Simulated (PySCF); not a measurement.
**Al²⁺: excitation energy**

Al²⁺ [Ne] 3s1 (2S) → Al²⁺ [Ne] 3p1 (2P), as a difference of total energies. All numbers are calculated (PySCF 2.14, scalar relativity by spin-free X2C-1e, in ANO-RCC-VTZP (5s4p2d1f, 34 functions)). Correlated levels: valence and next inner shell: 1s2 frozen. The calculations carry no spin-orbit coupling.

```
                                method  excitation energy (eV)
                                   UHF                   6.563
    MP2 (valence and next inner shell)                   6.651
SCS-MP2 (valence and next inner shell)                   6.626
   CCSD (valence and next inner shell)                   6.644
CCSD(T) (valence and next inner shell)                   6.645
```

How much does correlation contribute at CCSD(T) (valence and next inner shell)?

6.645 − (6.563) = 0.082 eV, measured against UHF.

A first-order spin-orbit estimate (lowest level to lowest level, LS coupling) adds -0.015 eV.

The basis was made for the ground configuration and has no added diffuse functions, so the excitation energy can come out too high.
